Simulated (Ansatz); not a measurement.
`[NH2][Na]` + `[CH3][Ta]([F])(=[S])[Cl]` → `[CH3][Na]` + `[NH2][Ta]([F])(=[S])[Cl]` at 700 K and 1 bar (redistribution).

Gas-phase electronic energies from Ansatz, PBE0-D4/def2-TZVP geometries. CBS: MP2 limit from def2 TZ/QZ plus the TZ coupled-cluster correction, frozen cores. Elements past krypton have def2 core potentials. For Na, Ta outer-core shells are correlated without core-valence functions, which leaves a few kJ/mol of doubt a bond. One conformer a species, not always the lowest.

```csv
species,CCSD(T)/CBS energy (Eh),H − E (kJ/mol),S (J/(mol·K))
`[NH2][Na]`,-217.98196,94.0,307.8
`[CH3][Ta]([F])(=[S])[Cl]`,-1054.28407,180.2,489.8
`[CH3][Na]`,-201.91112,124.0,296.8
`[NH2][Ta]([F])(=[S])[Cl]`,-1070.37365,151.1,473.0
```

H − E and S are ideal-gas, rigid-rotor, harmonic terms from PBE0-D4/def2-TZVP, for one conformer and one mirror image of each species. 1 Eh = 2625.50 kJ/mol, R = 8.31446 J/(mol·K).

Task: By hand: ΔE, ΔH, ΔS and ΔG.

Result: ΔE = (-201.91112) + (-1070.37365) − (-217.98196) − (-1054.28407) = -0.01874 Eh = -49.2 kJ/mol. Δ(H − E) = 124.0 + 151.1 − 94.0 − 180.2 = 0.9, so ΔH = -48.3 kJ/mol. ΔS = 296.8 + 473.0 − 307.8 − 489.8 = -27.8 J/(mol·K). ΔG = -48.3 − 700 × (-27.8)/1000 = -28.8 kJ/mol.

Task: By hand: the equilibrium constant, and the temperature at which ΔG would vanish if ΔH and ΔS stayed fixed.

Result: log₁₀ K = −ΔG/(RT ln 10) = 2.1. ΔG = 0 at ΔH/ΔS = 1737 K.

TΔS isn't small against ΔH here. A doubt of 5 kJ/mol in ΔE shifts log₁₀ K by 0.4 here. Other conformers and mirror images would add mixing entropy, several J/(mol·K) or more a flexible species. These are equilibria of isolated gas molecules and say nothing of rates. Largest T1 diagnostic: 0.020 (customary marks: 0.02 for closed shells, 0.045 for open ones).
